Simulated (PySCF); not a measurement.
**How good is the calculation?**

Geometry (Å), atoms numbered from 1 in this order:
```xyz
15

O     2.4152    0.4700   -1.7272
C     1.5665   -0.3799   -1.4995
C     0.4990   -0.2285   -0.5375
C    -0.4279   -1.2578   -0.3434
C    -1.4474   -1.1236    0.5705
C    -1.5448    0.0603    1.3055
C    -0.6453    1.0926    1.1358
C     0.3903    0.9630    0.2108
O     1.2516    1.9604    0.0515
H     1.5896   -1.3391   -2.0501
H    -0.3253   -2.1656   -0.9301
H    -2.1645   -1.9203    0.7202
H    -2.3455    0.1746    2.0279
H    -0.7212    2.0103    1.7057
H     1.8969    1.6735   -0.6390
```

The experiment to reproduce: δ 17O O1 506.0; O9 84.7 ppm (measured; liquid, neat, 295 K; 17O NMR survey of organic solvents and oxofluorinated compounds, PMC5915748).

- PBE0-D3(BJ)/def2-TZVP structure
- shieldings: GIAO B97-2/pcSseg-2
- code: PySCF
- non-relativistic, one conformer, in vacuum

How close does the calculation come?

Results:


Reference values: measured (liquid, neat, 295 K; 17O NMR survey of organic solvents and oxofluorinated compounds, PMC5915748).
```json
{"atoms": "O1", "quantity": "δ 17O vs D2O (external)", "reference": "506.0", "computed": "–", "computed, scaled": "476.9"}
{"atoms": "O9", "quantity": "δ 17O vs D2O (external)", "reference": "84.7", "computed": "–", "computed, scaled": "94.2"}
```

Computed shifts are σ(ref) − σ with the named reference compound (TMS for H and C) calculated as an isolated molecule at the same level. The measured values may be among those fitted. Shieldings were converted by a linear fit to measured shifts: 17O: δ = 275.01 − 0.945σ (rms 12.8 ppm, 79 shifts vs liquid water, solution or neat liquid). A few per cent of atoms miss by over 2 rms, more outside the fitted compound classes.
